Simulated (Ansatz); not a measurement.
Process, species as SMILES: BN (BH2-NH2) → B atom + 4 H atom + N atom
B3LYP-D3(BJ)/def2-TZVP geometries, fixed; electronic energies without zero-point terms.

Core correlation in the atomisation energy at MP2 with Ansatz (a first-principles code), in kcal/mol: frozen core against all electrons. Core-valence sets carry the plain set on hydrogen. Open shells are unrestricted.

```json
[
 {"basis": "cc-pVDZ", "functions, most": "48", "frozen core": "463.52", "all electrons": "464.81", "core term (second minus first)": "1.29"},
 {"basis": "cc-pCVDZ", "functions, most": "56", "frozen core": "464.19", "all electrons": "465.19", "core term (second minus first)": "1.00"},
 {"basis": "cc-pVTZ", "functions, most": "116", "frozen core": "490.86", "all electrons": "497.97", "core term (second minus first)": "7.11"},
 {"basis": "cc-pwCVTZ", "functions, most": "142", "frozen core": "491.39", "all electrons": "493.06", "core term (second minus first)": "1.67"},
 {"basis": "cc-pCVTZ", "functions, most": "142", "frozen core": "490.92", "all electrons": "492.37", "core term (second minus first)": "1.45"},
 {"basis": "cc-pVQZ", "functions, most": "230", "frozen core": "498.92", "all electrons": "503.36", "core term (second minus first)": "4.44"},
 {"basis": "cc-pCVQZ", "functions, most": "288", "frozen core": "498.90", "all electrons": "500.62", "core term (second minus first)": "1.72"},
 {"basis": "cc-pwCVQZ", "functions, most": "288", "frozen core": "499.06", "all electrons": "500.87", "core term (second minus first)": "1.81"}
]
```

The largest core-valence set, cc-pwCVQZ, gives a core term of 1.81 kcal/mol; the valence set cc-pVQZ, which lacks functions for the core, gives 4.44.
